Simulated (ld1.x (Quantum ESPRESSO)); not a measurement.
zinc: one change to a TM semilocal potential, before and after

zinc, norm-conserving Troullier–Martins (semilocal form), made with ld1.x (Quantum ESPRESSO) 7.5 (PBEsol, non-relativistic). Core [Ar] 3d10, reference 4s1.5 4p0.5. Waves: 4p (bound): rc 1.95 bohr; 4s (bound): rc 1.60 bohr. Local part: the s channel. Core correction: none.

All-electron outer shells of the reference configuration (PBEsol, non-relativistic, ld1.x):

| shell | level (eV) | outermost node (bohr) | outermost maximum (bohr) |
| --- | --- | --- | --- |
| 3d | -11.71 | – | 0.56 |
| 4s | -6.57 | 0.86 | 2.11 |
| 4p | -1.66 | 0.93 | 2.96 |

Change: all radii scaled by about 1.13 (s 1.80, p 2.20 bohr).

Cutoffs: the cutoffs (Ry, on a coarse ladder) from which the occupation-weighted sum of valence levels, in a spherical-Bessel basis at the reference potential, stays within 10 and 1 mRy of its value at 400 Ry; they do not see the model core or the augmentation charge, which bear on the density cutoff. Errors are all-electron minus pseudo energies relative to the spin-unpolarised reference configuration.

Q: How do hardness, ghosts and transferability respond?

A: The potential gets softer (18 Ry and 45 Ry → 10 Ry and 30 Ry); the errors of the 6 common tests hardly move; neither file shows a bound ghost. A larger radius leaves more room for a smooth pseudo-wave, so fewer plane waves are needed. A semilocal file is local in each channel, so a ghost entry of none says nothing of the separable form that plane-wave codes build from it.

| quantity | base | changed |
| --- | --- | --- |
| cutoff, loose | 18 Ry | 10 Ry |
| cutoff, tight | 45 Ry | 30 Ry |
| bound ghosts | none | none |
| error for 4s2 4p0, meV [ΔE -2.41 eV] | +4.0 | +4.1 |
| error for 4s1 4p0, meV [ΔE 7.27 eV] | +5.3 | +5.2 |
| error for 4s1.5 4p0, meV [ΔE 1.45 eV] | +3.2 | +3.1 |
| error for 4s0 4p2, meV [ΔE 7.73 eV] | +77 | +75 |
| error for 4s0 4p1, meV [ΔE 13.35 eV] | +99 | +98 |
| error for 4s1 4p1, meV [ΔE 2.50 eV] | +6.4 | +6.4 |
